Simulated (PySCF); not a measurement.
# Structure revision by computed shifts

A compound C4H8N2OSi gives the data below (simulated from a calculation) and was assigned the structure `Cc1cn([SiH2]O)cn1`.

¹³C{¹H} NMR (computed): δ 185.3 (C), 123.9 (C), 31.5 (CH3), 20.1 (CH3).

¹H NMR (600 MHz, computed): δ 4.65 (s, 2H), 2.95 (s, 3H), 2.25 (s, 3H).

[PySCF 2.14.0 with density-fitted response routines: coordinates at the GFN2-xTB level; σ from GIAO-PBE0/pcSseg-1; non-relativistic; gas phase; one averaged value for each set of equivalent atoms; single conformer]

Shifts are taken against calculated references (same method and geometry level): TMS for ¹H, ¹³C.

**Question.** Compare with the shifts computed for the proposed structure, pairing carbons in order of shift.

**Answer.** Mapped SMILES: `[CH3:1][c:2]1[cH:3][n:4]([SiH2:5][OH:6])[cH:7][n:8]1`. Hydrogens are named by the atom that carries them.

| atom | computed for proposal | given list | difference |
| --- | --- | --- | --- |
| C2 | 148.5 | 185.3 | -36.8 |
| C7 | 140.5 | 123.9 | +16.6 |
| C3 | 116.0 | 31.5 | +84.5 |
| C1 | 16.5 | 20.1 | -3.6 |

The rms difference is 46.9 ppm and the largest +84.5 ppm at C3 (aromatic CH next to a ring nitrogen). The carbon types in order of shift don't match either: C, CH, CH, CH3 for the proposal against C, C, CH3, CH3 in the data. The proposal doesn't fit.

**Question.** Which isomer fits?

**Answer.** SMILES CC(=O)N(C)[SiH2]C#N.

1. Carbon types of the structure: 2 × C, 2 × CH3, leaving 2 H on heteroatoms.
2. δC 185.3: amide carbonyl carbon; lone-pair donation from the attached heteroatom keeps it upfield of a ketone carbonyl.
3. δC 123.9: nitrile carbon; this is the usual window of a C≡N carbon, which has no attached hydrogen.
4. δC 20.1: methyl carbon α to a carbonyl; the adjacent C=O deshields it moderately.
5. δH 2.25: hydrogen on a methyl carbon α to a carbonyl; α to C=O.

This is the structure that produced the data.

Shifts are as computed. Against solution values, carbons near 30 ppm lie about +3 ppm off and those near 130 ppm about +5 ppm. Of 1309 compounds with measured shifts, 239 miss one by over three times the rms of a fit or turn the order of signals round; such compounds aren't used in these exercises. Multiplicities follow the n + 1 count of equivalent neighbours, as no J values were calculated; m marks all less simple cases, F and P coupling included.
